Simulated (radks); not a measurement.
The numbers below are computed, except where a source is named.
Species: the lutetium ion Lu51+. Configuration: [Ne] 3s2 3p4 3d4 (not the ground configuration). Level of theory: scalar-relativistic Kohn-Sham, Wu-Cohen GGA, spin-unpolarised, spherical densities, finite nucleus; Fermi nuclear charge, rms radius 5.37 fm (a radial shooting solver on a logarithmic mesh with Libxc functionals).

Unscreened Slater integrals over Kohn-Sham orbitals (eV). Empty in this configuration: 4s.

integral,value
"F0(3d,3d)",140.42
"F2(3d,3d)",72.661
"F4(3d,3d)",47.024
"F0(3d,3p)",129.98
"F2(3d,3p)",62.399
"G1(3d,3p)",66.014
"G3(3d,3p)",44.384
"F0(3d,3s)",128.68
"G2(3d,3s)",50.808
"F0(3d,2p)",177.58
"F2(3d,2p)",54.102
"G1(3d,2p)",50.929
"G3(3d,2p)",29.362
"F0(3d,4s)",79.918
"G2(3d,4s)",7.6936
"F0(3p,3p)",123.97
"F2(3p,3p)",62.083
"F0(3p,3s)",122.70
"G1(3p,3s)",79.667
"F0(3p,2p)",164.31
"F2(3p,2p)",41.800
"G0(3p,2p)",16.719
"G2(3p,2p)",18.448
"F0(3p,4s)",78.232
"G1(3p,4s)",8.2614
"F0(3s,3s)",121.77
"F0(3s,2p)",159.48
"G1(3s,2p)",16.456
"F0(3s,4s)",77.930
"G0(3s,4s)",6.3308
"F0(2p,2p)",343.13
"F2(2p,2p)",162.36
"F0(2p,4s)",90.062
"G1(2p,4s)",5.0834
"F0(4s,4s)",63.831

Derived for the open shells (J is the average intra-shell exchange parameter used in DFT+U). 3p: J = F2/5 = 12.42 eV. 3d: Racah B = F2/49 - 5 F4/441 = 0.9497 eV, C = 35 F4/441 = 3.732 eV, C/B = 3.93, F4/F2 = 0.647, J = (F2 + F4)/14 = 8.549 eV.
